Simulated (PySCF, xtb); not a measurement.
CH7F2NSi2, SMILES C[Si](F)(F)[SiH2]N.

GFN2-xTB run with xtb 6.7.1 at its own geometry gives an orbital gap of 4.47 eV and a dipole moment of 3.14 D.

Geometry optimised at ωB97X-D3(BJ)/def2-SVP. This is a generated structure with no PubChem entry under its InChIKey; it may be hypothetical. Other conformers were not sampled.

### Question
What does HF/def2-TZVP in PySCF give? (An estimate is asked for; the answer gives what the named calculation found.)

### Answer
gap 13.41 eV (levels -10.78 and 2.63 eV), dipole 2.60 D.
